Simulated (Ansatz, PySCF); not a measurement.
FeCl₂, SMILES [Cl][Fe][Cl] (connectivity only; charge and spin as stated), neutral, multiplicity 5. Atoms are numbered in the order given.

```xyz
3

Fe     0.0000     0.0000    -0.1036
Cl     0.0000     2.1444    -0.1038
Cl     0.0000    -2.1444    -0.1038
```
Charge 0, spin multiplicity 5.

Coordinates come from a B3LYP-D3(BJ)/def2-TZVP optimisation. The multiplicity is an assumed one; other spin states were not compared. The isomer is the one that the SMILES or the coordinates give; other isomers of the formula were not compared.

Two levels are set side by side: PBE-D3(BJ)/def2-TZVP (Ansatz, a first-principles code) and B3LYP-D3(BJ)/def2-TZVP (Ansatz). Each level has its own optimised geometry; the coordinates shown are those of the second. Frequencies come from the Hessian of PySCF at each geometry. Differences are taken from unrounded values.

| quantity | B3LYP-D3(BJ) | PBE-D3(BJ) | PBE-D3(BJ) minus B3LYP-D3(BJ) |
|---|---|---|---|
| mean bond length (Å) | 2.144 | 2.122 | -0.022 |
| bond Fe1–Cl2 (Å) | 2.144 | 2.122 | -0.022 |
| bond Fe1–Cl3 (Å) | 2.144 | 2.122 | -0.022 |
| highest harmonic wavenumber (cm⁻¹) | 489 | 491 | 2 |
| mean harmonic wavenumber (cm⁻¹) | 248 | 247 | -1 |
| zero-point energy (kcal/mol) | 1.42 | 1.41 | -0.01 |

On these quantities the two levels nearly agree.
